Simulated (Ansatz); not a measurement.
SinHm: vertical EA (eV) at several levels, gas phase, relaxed structures; Ansatz. Clusters are the lowest isomers that short searches found in that spin, judged at the geometry's level. A negative affinity means that the extra electron isn't bound at that geometry and level; within about 0.2 eV of zero the sign isn't settled. Singlets are spin-restricted. The spins of the ions were chosen, not always searched. The structures are stationary points that may keep the symmetry of their start. Remarks come from the PBE and PBE0 runs and from stability tests at other levels; not every state was tested. A HOMO above zero means that the electron is unbound at that level and held by the basis, or that self-interaction error raises the level; the energy of removing that electron tells which. HOMO above LUMO (over both spins in singlets and doublets, within one spin in higher multiplets; at PBE or PBE0), or a gap under 0.15 eV within one spin, warns that the state may not be the lowest or that an electron is smeared out.

```tsv
species	state	geometry	PBE-D4/def2-TZVPD	r2SCAN-D4/def2-TZVPD	PBE0-D4/def2-TZVPD	remarks
Si2H4	singlet to doublet	PBE-D4/def2-TZVP	0.56	0.61	0.61	restricted SCF unstable in HF, HOMO above zero (-1 doublet)
Si3H4	singlet to doublet	PBE0-D4/def2-TZVP	0.33	0.34	0.31	HOMO above zero (-1 doublet)
Si5H2	singlet to doublet	B3LYP-D4/def2-SVP	1.02	1.04	1.05	restricted SCF unstable in HF, HOMO above zero (-1 doublet), gap within one spin near zero at PBE or PBE0 (-1 doublet)
Si3H5	doublet to singlet	PBE0-D4/def2-TZVP	1.92	1.84	1.91	HOMO above zero (-1 singlet)
Si4H6	singlet to doublet	PBE-D4/def2-SVP	0.61	0.63	0.61	restricted SCF unstable in HF, HOMO above zero (-1 doublet)
Si4H8	singlet to doublet	r2SCAN-D4/def2-SVP	-0.18	-0.27	-0.30	HOMO above zero (-1 doublet)
```

Over the 6 species that have every level, the mean is 0.71 at PBE-D4/def2-TZVPD, 0.70 at r2SCAN-D4/def2-TZVPD, 0.70 at PBE0-D4/def2-TZVPD.
